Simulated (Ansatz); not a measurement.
Ansatz (a program for electronic structure) input (B3LYP-D3(BJ)/def2-TZVP):

Ansatz 0.2 input:
```yaml
crystal:
  periodic: [false, false, false]
  atoms:
    - {symbol: Si, position_ang: [0.02199294, -0.62306368, 0.29916197]}
    - {symbol: N, position_ang: [-1.25941299, 0.53060811, 0.48168668]}
    - {symbol: Si, position_ang: [-2.94447005, 0.19660353, 0.64816124]}
    - {symbol: N, position_ang: [1.44425066, 0.28990612, -0.08983641]}
    - {symbol: Si, position_ang: [2.95472835, -0.32655683, -0.65269467]}
    - {symbol: H, position_ang: [-0.27993069, -1.53308051, -0.80922736]}
    - {symbol: H, position_ang: [-1.00867622, 1.50043296, 0.36262655]}
    - {symbol: H, position_ang: [-3.03782506, -1.00153539, 1.47662611]}
    - {symbol: H, position_ang: [-3.57789920, -0.04745840, -0.65433207]}
    - {symbol: H, position_ang: [-3.54685473, 1.37621171, 1.27033895]}
    - {symbol: H, position_ang: [1.36192951, 1.29318921, -0.03445186]}
    - {symbol: H, position_ang: [3.21380373, -1.54952153, 0.10254395]}
    - {symbol: H, position_ang: [2.90132702, -0.63336185, -2.08780382]}
    - {symbol: H, position_ang: [3.94851908, 0.71890452, -0.40862091]}
basis:
  gaussian:
    orbitals: def2-TZVP
hamiltonian:
  xc: b3lyp
  dispersion: d3bj
magnetization: {spin_polarized: true, initial_magnetization: 1}
relax: {f_tol: 0.002, max_steps: 150}
```

Output:

```
Functional definition: B3LYP
integrals: 0.18 GiB planned
1489 factors; their error is unknown
0.28 GiB of the device are held for the grids
1.31 GiB of device memory are held for the factors and their scratch space
mean field: 1.41 GiB planned
mean field evaluation 1: about -26749.6042 eV, gradient 6.3e1 eV
mean field evaluation 2: about -26713.5992 eV, gradient 1.0e2 eV
mean field evaluation 4: about -26764.3761 eV, gradient 3.1e0 eV
mean field evaluation 8: about -26764.4313 eV, gradient 1.1e-1 eV
mean field evaluation 16: about -26764.5105 eV, gradient 8.8e-5 eV
mean field -26764.51051270 eV, -983.5776197051 hartree, gradient 5.1e-5 eV, S^2 0.752338; 0 other end points of the search recorded, 0 dependent functions left out
the calculation of the forces begins
reference -26764.51085010 eV, -983.5776321040 hartree; 33, 32 occupied and 194, 195 virtual orbitals, 1489 factors
relax step   1: F+E_penalty+E_count = -26765.15434166 eV  Δ(F+E_penalty+E_count) = +0.000e0 eV  max|allowed force component| = 5.705e-1 eV/Å  Δτ_max = 0.0000 Å  (30 SCF iters, accepted)
these checks for a lower state are left out or cut short: starts, cluster_reference, orbital_swaps, neighbouring_geometries, increment
integrals: 0.18 GiB planned
1489 factors; their error is unknown
0.28 GiB of the device are held for the grids
1.31 GiB of device memory are held for the factors and their scratch space
mean field: 1.41 GiB planned
mean field -26764.58670229 eV, -983.5804196207 hartree, gradient 1.7e-5 eV, S^2 0.752360; 0 other end points of the search recorded, 0 dependent functions left out
the calculation of the forces begins
reference -26764.58704259 eV, -983.5804321264 hartree; 33, 32 occupied and 194, 195 virtual orbitals, 1489 factors
relax step   2: F+E_penalty+E_count = -26765.22525528 eV  Δ(F+E_penalty+E_count) = -7.091e-2 eV  max|allowed force component| = 2.357e-1 eV/Å  Δτ_max = 0.0773 Å  (32 SCF iters, accepted)
these checks for a lower state are left out or cut short: starts, cluster_reference, orbital_swaps, neighbouring_geometries, increment
integrals: 0.18 GiB planned
1489 factors; their error is unknown
0.28 GiB of the device are held for the grids
1.31 GiB of device memory are held for the factors and their scratch space
mean field: 1.41 GiB planned
mean field evaluation 32: about -26764.5975 eV, gradient 1.8e-5 eV
mean field -26764.59753324 eV, -983.5808176509 hartree, gradient 1.8e-5 eV, S^2 0.752441; 0 other end points of the search recorded, 0 dependent functions left out
the calculation of the forces begins
reference -26764.59787386 eV, -983.5808301685 hartree; 33, 32 occupied and 194, 195 virtual orbitals, 1489 factors
relax step   3: F+E_penalty+E_count = -26765.23577614 eV  Δ(F+E_penalty+E_count) = -1.052e-2 eV  max|allowed force component| = 7.616e-2 eV/Å  Δτ_max = 0.0510 Å  (32 SCF iters, accepted)
these checks for a lower state are left out or cut short: starts, cluster_reference, orbital_swaps, neighbouring_geometries, increment
integrals: 0.18 GiB planned
1489 factors; their error is unknown
0.28 GiB of the device are held for the grids
1.31 GiB of device memory are held for the factors and their scratch space
mean field: 1.41 GiB planned
mean field -26764.62457698 eV, -983.5818114898 hartree, gradient 2.3e-5 eV, S^2 0.752419; 0 other end points of the search recorded, 0 dependent functions left out
the calculation of the forces begins
reference -26764.62491628 eV, -983.5818239588 hartree; 33, 32 occupied and 194, 195 virtual orbitals, 1489 factors
relax step   4: F+E_penalty+E_count = -26765.26295286 eV  Δ(F+E_penalty+E_count) = -2.718e-2 eV  max|allowed force component| = 2.274e-1 eV/Å  Δτ_max = 0.2000 Å  (32 SCF iters, accepted)
these checks for a lower state are left out or cut short: starts, cluster_reference, orbital_swaps, neighbouring_geometries, increment
integrals: 0.18 GiB planned
1489 factors; their error is unknown
[...]
1.31 GiB of device memory are held for the factors and their scratch space
mean field: 1.42 GiB planned
mean field -26764.70715769 eV, -983.5848462750 hartree, gradient 1.9e-5 eV, S^2 0.751998; 0 other end points of the search recorded, 0 dependent functions left out
the calculation of the forces begins
reference -26764.70750231 eV, -983.5848589395 hartree; 33, 32 occupied and 194, 195 virtual orbitals, 1489 factors
relax step  54: F+E_penalty+E_count = -26765.34590187 eV  Δ(F+E_penalty+E_count) = -1.735e-5 eV  max|allowed force component| = 7.902e-3 eV/Å  Δτ_max = 0.0034 Å  (25 SCF iters, accepted)
these checks for a lower state are left out or cut short: starts, cluster_reference, orbital_swaps, neighbouring_geometries, increment
integrals: 0.18 GiB planned
1489 factors; their error is unknown
0.28 GiB of the device are held for the grids
1.31 GiB of device memory are held for the factors and their scratch space
mean field: 1.42 GiB planned
mean field evaluation 384: about -26764.7072 eV, gradient 7.1e-6 eV
mean field -26764.70716465 eV, -983.5848465308 hartree, gradient 7.1e-6 eV, S^2 0.752002; 0 other end points of the search recorded, 0 dependent functions left out
the calculation of the forces begins
reference -26764.70750962 eV, -983.5848592083 hartree; 33, 32 occupied and 194, 195 virtual orbitals, 1489 factors
relax step  55: F+E_penalty+E_count = -26765.34593537 eV  Δ(F+E_penalty+E_count) = -3.350e-5 eV  max|allowed force component| = 2.342e-3 eV/Å  Δτ_max = 0.0246 Å  (33 SCF iters, accepted)
these checks for a lower state are left out or cut short: starts, cluster_reference, orbital_swaps, neighbouring_geometries, increment
integrals: 0.18 GiB planned
1489 factors; their error is unknown
0.28 GiB of the device are held for the grids
1.31 GiB of device memory are held for the factors and their scratch space
mean field: 1.42 GiB planned
mean field -26764.70717565 eV, -983.5848469351 hartree, gradient 8.2e-6 eV, S^2 0.752015; 0 other end points of the search recorded, 0 dependent functions left out
the calculation of the forces begins
reference -26764.70752155 eV, -983.5848596468 hartree; 33, 32 occupied and 194, 195 virtual orbitals, 1489 factors
relax step  56: F+E_penalty+E_count = -26765.34594249 eV  Δ(F+E_penalty+E_count) = -7.120e-6 eV  max|allowed force component| = 1.412e-2 eV/Å  Δτ_max = 0.0588 Å  (34 SCF iters, accepted)
these checks for a lower state are left out or cut short: starts, cluster_reference, orbital_swaps, neighbouring_geometries, increment
integrals: 0.18 GiB planned
1489 factors; their error is unknown
0.28 GiB of the device are held for the grids
1.31 GiB of device memory are held for the factors and their scratch space
mean field: 1.42 GiB planned
mean field -26764.70719400 eV, -983.5848476093 hartree, gradient 1.8e-5 eV, S^2 0.752013; 0 other end points of the search recorded, 0 dependent functions left out
the calculation of the forces begins
reference -26764.70753977 eV, -983.5848603162 hartree; 33, 32 occupied and 194, 195 virtual orbitals, 1489 factors
relax step  57: F+E_penalty+E_count = -26765.34596733 eV  Δ(F+E_penalty+E_count) = -2.485e-5 eV  max|allowed force component| = 4.008e-3 eV/Å  Δτ_max = 0.0064 Å  (26 SCF iters, accepted)
these checks for a lower state are left out or cut short: starts, cluster_reference, orbital_swaps, neighbouring_geometries, increment
integrals: 0.18 GiB planned
1489 factors; their error is unknown
0.28 GiB of the device are held for the grids
1.31 GiB of device memory are held for the factors and their scratch space
mean field: 1.42 GiB planned
mean field -26764.70718518 eV, -983.5848472854 hartree, gradient 1.9e-5 eV, S^2 0.752015; 0 other end points of the search recorded, 0 dependent functions left out
the calculation of the forces begins
reference -26764.70753106 eV, -983.5848599959 hartree; 33, 32 occupied and 194, 195 virtual orbitals, 1489 factors
relax step  58: F+E_penalty+E_count = -26765.34597173 eV  Δ(F+E_penalty+E_count) = -4.395e-6 eV  max|allowed force component| = 2.203e-3 eV/Å  Δτ_max = 0.0087 Å  (26 SCF iters, accepted)
these checks for a lower state are left out or cut short: starts, cluster_reference, orbital_swaps, neighbouring_geometries, increment
integrals: 0.18 GiB planned
1489 factors; their error is unknown
0.28 GiB of the device are held for the grids
1.31 GiB of device memory are held for the factors and their scratch space
mean field: 1.42 GiB planned
mean field -26764.70718409 eV, -983.5848472452 hartree, gradient 6.9e-6 eV, S^2 0.752019; 0 other end points of the search recorded, 0 dependent functions left out
the calculation of the forces begins
reference -26764.70753015 eV, -983.5848599625 hartree; 33, 32 occupied and 194, 195 virtual orbitals, 1489 factors
relax step  59: F+E_penalty+E_count = -26765.34597470 eV  Δ(F+E_penalty+E_count) = -2.966e-6 eV  max|allowed force component| = 1.577e-3 eV/Å  Δτ_max = 0.0154 Å  (34 SCF iters, accepted)
these checks for a lower state are left out or cut short: starts, cluster_reference, orbital_swaps, neighbouring_geometries, increment
integrals: 0.18 GiB planned
1489 factors; their error is unknown
0.28 GiB of the device are held for the grids
1.31 GiB of device memory are held for the factors and their scratch space
mean field: 1.42 GiB planned
mean field evaluation 416: about -26764.7072 eV, gradient 1.3e-5 eV
mean field -26764.70717900 eV, -983.5848470581 hartree, gradient 1.3e-5 eV, S^2 0.752020; 0 other end points of the search recorded, 0 dependent functions left out
the calculation of the forces begins
reference -26764.70752512 eV, -983.5848597779 hartree; 33, 32 occupied and 194, 195 virtual orbitals, 1489 factors
relax step  60: F+E_penalty+E_count = -26765.34597576 eV  Δ(F+E_penalty+E_count) = -1.069e-6 eV  max|allowed force component| = 7.447e-4 eV/Å  Δτ_max = 0.0071 Å  (26 SCF iters, accepted)
these checks for a lower state are left out or cut short: starts, cluster_reference, orbital_swaps, neighbouring_geometries, increment
integrals: 0.18 GiB planned
1489 factors; their error is unknown
0.28 GiB of the device are held for the grids
1.31 GiB of device memory are held for the factors and their scratch space
mean field: 1.42 GiB planned
mean field -26764.70716403 eV, -983.5848465081 hartree, gradient 1.1e-5 eV, S^2 0.752021; 0 other end points of the search recorded, 0 dependent functions left out
the calculation of the forces begins
reference -26764.70751017 eV, -983.5848592285 hartree; 33, 32 occupied and 194, 195 virtual orbitals, 1489 factors
relax step  61: F+E_penalty+E_count = -26765.34597657 eV  Δ(F+E_penalty+E_count) = -8.061e-7 eV  max|allowed force component| = 1.235e-3 eV/Å  Δτ_max = 0.0042 Å  (25 SCF iters, accepted)
these checks for a lower state are left out or cut short: starts, cluster_reference, orbital_swaps, neighbouring_geometries, increment
integrals: 0.18 GiB planned
1489 factors; their error is unknown
0.28 GiB of the device are held for the grids
1.31 GiB of device memory are held for the factors and their scratch space
mean field: 1.42 GiB planned
mean field -26764.70715729 eV, -983.5848462605 hartree, gradient 1.0e-5 eV, S^2 0.752021; 0 other end points of the search recorded, 0 dependent functions left out
the calculation of the forces begins
reference -26764.70750341 eV, -983.5848589801 hartree; 33, 32 occupied and 194, 195 virtual orbitals, 1489 factors
relax step  62: F+E_penalty+E_count = -26765.34597726 eV  Δ(F+E_penalty+E_count) = -6.880e-7 eV  max|allowed force component| = 1.560e-3 eV/Å  Δτ_max = 0.0031 Å  (27 SCF iters, accepted)
integrals: 0.18 GiB planned
1489 factors; their error is unknown
0.28 GiB of the device are held for the grids
1.31 GiB of device memory are held for the factors and their scratch space
mean field: 1.42 GiB planned
mean field evaluation 448: about -26764.7072 eV, gradient 4.7e-5 eV
mean field -26764.70715729 eV, -983.5848462605 hartree, gradient 1.1e-5 eV, S^2 0.752021; 1 other end points of the search recorded, 0 dependent functions left out
the calculation of the forces begins
reference -26764.70750341 eV, -983.5848589801 hartree; 33, 32 occupied and 194, 195 virtual orbitals, 1489 factors
Total energy: -26765.34632338 eV, -983.6083351807 hartree
Atom 0 at    -0.081563    -0.738086     0.135920 Å, force     0.000091     0.001560     0.001207 eV/Å
Atom 1 at    -1.343418     0.450360     0.067870 Å, force     0.001481    -0.001173    -0.000009 eV/Å
Atom 2 at    -2.969506     0.345296     0.655765 Å, force    -0.000359     0.000002    -0.000142 eV/Å
Atom 3 at     1.438871     0.093989     0.199520 Å, force    -0.001400    -0.001073    -0.001068 eV/Å
Atom 4 at     2.941306    -0.268634    -0.592777 Å, force     0.000093    -0.000032     0.000068 eV/Å
Atom 5 at     0.009467    -1.601491    -1.082474 Å, force     0.000051     0.000400    -0.000152 eV/Å
Atom 6 at    -1.087911     1.314738    -0.397448 Å, force    -0.000107     0.000071    -0.000009 eV/Å
Atom 7 at    -3.131180    -0.996888     1.256031 Å, force     0.000069     0.000118    -0.000035 eV/Å
Atom 8 at    -3.958714     0.522186    -0.435660 Å, force     0.000100     0.000065    -0.000025 eV/Å
Atom 9 at    -3.251872     1.381812     1.680050 Å, force     0.000096    -0.000116     0.000020 eV/Å
Atom 10 at     1.495407     0.801002     0.923124 Å, force    -0.000095    -0.000032    -0.000031 eV/Å
Atom 11 at     3.917589    -0.933987     0.305270 Å, force     0.000168     0.000167     0.000260 eV/Å
Atom 12 at     2.644569    -1.163274    -1.730610 Å, force    -0.000217    -0.000021    -0.000243 eV/Å
Atom 13 at     3.568438     0.984255    -1.080404 Å, force     0.000029     0.000064     0.000159 eV/Å
Dipole moment:     0.096237     0.300511     0.036118 e Å
```

It need not be the lowest isomer of its formula.
